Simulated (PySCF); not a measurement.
**Silicon: a sound run and one with changed settings**

Sound run: Si⁺ [Ne] 3s2 3p1, Si²⁺ [Ne] 3s2. Computed with PySCF 2.14 in cc-pVDZ-DK (4s3p1d, 18 functions), with the spin-free X2C one-electron Hamiltonian (Gaussian nucleus). The sound run starts from symmetry-adapted Hartree-Fock orbitals and uses a fine grid where one is needed.

A second run was set up differently.

```tsv
species	method	sound run (hartree)	changed run (hartree)	converged
Si⁺	UHF	-289.17161	-289.17161	yes
Si⁺	PBE0	-289.55318	-289.55315	yes
Si⁺	M06-2X	-289.66561	-289.66693	yes
Si²⁺	UHF	-288.59091	-288.59091	yes
Si²⁺	PBE0	-288.94966	-288.94966	yes
Si²⁺	M06-2X	-289.07413	-289.07413	yes
```

Ionisation energy of Si⁺:

```csv
method,sound run (eV),changed run (eV)
UHF,15.802,15.802
PBE0,16.423,16.422
M06-2X,16.095,16.131
```

(1) What was changed?
A. angular grid far too coarse
B. all electrons correlated in a valence basis
C. too few SCF iterations
D. basis contracted for another Hamiltonian

Results:

(1) A. It used 26 angular points. A coarse angular grid integrates products of high-l functions wrongly, so density functionals can shift, and the SCF can exploit the error; Hartree-Fock and MP2 need no grid.
